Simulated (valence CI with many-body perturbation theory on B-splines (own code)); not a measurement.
The numbers below are computed, except where a source is named.
**A CI+MBPT run for Tb⁶⁰⁺**

The program does CI of the valence electrons with many-body perturbation theory for a frozen closed Dirac-Fock core.

Command, and the settings that its task file holds:

```sh
python run_cv.py task.json out
```

```
atom Tb  Z=65  mass_number=159  rms_radius_fm=5.0600
core [He] 2s1
valence 2s2 2p1
avg = 1
basis = S
breit = 1
cap = 10000
capref = 1200
cscale = 1
de = 0.0
dress = 0
eps = 2e-08
extrap = 1
h = 0.27
hh = 1
l2 = 3
lcore = 6
maxit = 60
n2 = 5
natural = 1
nlev = 21
nno = [3, 3, 3, 2, 1]
nroot = 26
nsp = [3, 3, 2, 1, 0]
pt2 = 1
qed = 1
rpa = 1
s1 = 1
s2 = 1
s3 = 1
screen = 1
tol = 2e-05
whole = 1
```

Problem. What became of the run, and why?

Solution. It gave no result: the perturbation theory needs a core of closed shells. The program said: "the core must hold closed shells only".
